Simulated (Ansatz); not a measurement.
Geometry optimisation, RKS BLYP-D4/def2-SVP in Ansatz 0.2.0.

Input:

```yaml
crystal:
  periodic: [false, false, false]
  atoms:
    - { symbol: B, position_ang: [0.061965, 0.564858, -0.416667] }
    - { symbol: H, position_ang: [0.080072, -0.182727, 1.86369] }
    - { symbol: "N", position_ang: [1.320148, 0.096699, -0.805683] }
    - { symbol: H, position_ang: [1.472549, -0.8666, -1.110941] }
    - { symbol: H, position_ang: [2.154546, 0.682331, -0.796141] }
    - { symbol: F, position_ang: [-1.033089, -0.203423, -0.478899] }
    - { symbol: Cl, position_ang: [-0.138339, 2.307439, 0.126957] }
    - { symbol: H, position_ang: [0.022147, 0.524724, 1.982385] }
basis:
  gaussian: { orbitals: def2-SVP }
hamiltonian:
  xc: blyp
  dispersion: d4
relax:
  f_tol: 0.03
  max_steps: 50
```

Launched with:

```bash
$ ansatz run input.yaml --threads 1 --pin off --max-ram 2048MiB --backend cpu --events-out ev --progress --plain --runs-dir out
```

Problem. Where does it end, and by what steps?

Solution. The run converged. The force dipped under the threshold on the way, but the program's further checks kept it going. After 35 steps the energy has fallen by 0.204 eV; F6 moved furthest, 1.31 Å.

| step | energy less start (eV) | largest force component (eV/Å) | accepted |
| --- | --- | --- | --- |
| 0 | 0.0000 | 1.834 | yes |
| 2 | -0.1652 | 0.368 | yes |
| 4 | -0.1898 | 0.118 | yes |
| 6 | -0.1928 | 0.161 | yes |
| 8 | -0.1958 | 0.150 | yes |
| 10 | -0.1925 | 0.405 | no |
| 12 | -0.1972 | 0.178 | no |
| 14 | -0.1997 | 0.037 | yes |
| 16 | -0.2004 | 0.057 | yes |
| 18 | -0.2005 | 0.095 | no |
| 20 | -0.2014 | 0.056 | yes |
| 22 | -0.2016 | 0.075 | yes |
| 24 | -0.2012 | 0.187 | no |
| 26 | -0.2027 | 0.084 | yes |
| 28 | -0.2032 | 0.060 | yes |
| 30 | -0.2033 | 0.030 | yes |
| 32 | -0.2027 | 0.184 | no |
| 34 | -0.2038 | 0.101 | no |
| 35 | -0.2040 | 0.029 | yes |

```xyz
8
Properties=species:S:1:pos:R:3
B -0.050 0.632 -0.923
H 0.534 -0.020 2.956
N 1.219 0.048 -0.822
H 1.480 -0.778 -1.364
H 1.945 0.399 -0.198
F -0.980 0.123 -1.748
Cl -0.481 2.071 0.057
H 0.273 0.448 2.407
```

Whether the end is a true minimum wasn't checked by a vibrational analysis.

Run time: 81 s on 1 thread of Arm Neoverse V1 (shared host), peak memory 0.14 GiB.
